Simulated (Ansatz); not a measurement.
Energy needed to pull apart SbH₃SeO, singlet, into free ground-state atoms, from the structure below (displaced at random from a GFN2-xTB minimum); no zero-point or spin–orbit terms; open-shell atoms are treated unrestricted, in their ground-state multiplicity.

Se1  (-1.605, -0.456, -1.275)
O2  (-0.888, 0.165, 0.248)
Sb3  (0.833, 1.255, 0.263)
H4  (-0.946, -1.751, -1.278)
H5  (1.780, -0.232, 0.127)
H6  (0.781, 0.979, 1.928)
(Å)

Computed with Ansatz 0.2.0 (basis: def2-TZVPP); correlated methods freeze the cores. Filled d shells of the heavier atoms are correlated. Core potentials replace the inner electrons of the atoms past krypton. The def2 sets are not built for correlating such inner shells, so the correlated values are less sure here.

```
   method  atomization energy (kcal/mol)
   PBE-D4                          345.5
  BLYP-D4                          345.8
r2SCAN-D4                              ?
  PBE0-D4                          326.9
 BHLYP-D4                          313.9
  wB97M-V                              ?
       HF                          175.5
      MP2                          319.6
     CCSD                          310.5
  CCSD(T)                          320.7
```

(1) What does wB97M-V give? (An estimate is asked for; the value comes from the calculation.)

(2) What does r2SCAN-D4 give? (Judge from chemistry; the value comes from the calculation.)

T1 diagnostic: at most 0.015.

Results:

(1) By the calculation: 331.6 kcal/mol, which is about 10.9 kcal/mol more than CCSD(T)/def2-TZVPP.

(2) The calculation gives: 333.3 kcal/mol, which is about 12.6 kcal/mol more than CCSD(T)/def2-TZVPP.

In triple zeta the MP2 and coupled-cluster atomization energies are still short of their basis limit by a few kcal/mol a bond, whereas those of the functionals are nearly converged, so these differences are not deviations from converged CCSD(T).

For scale, one of the runs: CCSD(T)/def2-TZVPP forces, 171 basis functions (an equivalent command: `ansatz run in.yaml --threads 4`). Hardware: 4 CPU threads, shared host. Wall time 6.4 min; peak host memory 3 GiB.
